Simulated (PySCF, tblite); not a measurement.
Isomers of C5H12FNSi2, one GFN2-xTB conformer each. Single-point energies are computed at PBE0/pcSseg-1 (PySCF, gas phase, no added dispersion term), electronic only.

Question: Rank them by PBE0/pcSseg-1 energy, lowest first (kJ/mol).
A. `[CH3:1][SiH2:2][CH2:3][C@@H:4]([CH2:5][F:6])[SiH2:7][C:8]#[N:9]` with C1–Si2–C3–C4 169°, Si2–C3–C4–C5 64°, C3–C4–C5–F6 172°, C3–C4–Si7–C8 55°
B. `[CH3:1][NH:2][SiH2:3][C:4]#[C:5][C@H:6]([F:7])[SiH2:8][CH3:9]` with C1–N2–Si3–C4 -64°, C5–C6–Si8–C9 53°

Answer: A (0.0), B (107.0).

As drawn, the lower has a C≡N group, which the higher lacks; the higher has a C≡C bond and an N–H bond, which the lower lacks. GFN2-xTB itself gives, in the same order: 2.8, 0.0. GFN2-xTB puts CN[SiH2]C#C[C@H](F)[SiH2]C lowest instead.

Which frontier levels, dipoles and rotational constants go with these structures?

| SMILES | HOMO (eV, PBE0/pcSseg-1) | LUMO (eV) | dipole (D) | A, B, C (MHz) |
| --- | --- | --- | --- | --- |
| C[SiH2]C[C@@H](CF)[SiH2]C#N | -8.32 | -0.41 | 3.45 | 1171, 694.5, 457.3 |
| CN[SiH2]C#C[C@H](F)[SiH2]C | -6.86 | -0.37 | 0.90 | 2208, 413.0, 378.3 |

What happens when harmonic zero-point energies from GFN2-xTB frequencies are added?

```
                     SMILES  ZPE (kJ/mol)  electronic (kJ/mol)  with ZPE (kJ/mol)
C[SiH2]C[C@@H](CF)[SiH2]C#N         400.5                  0.0                0.0
 CN[SiH2]C#C[C@H](F)[SiH2]C         396.3                107.0              102.7
```

The zero-point energies span 4.2 kJ/mol. The order is unchanged.
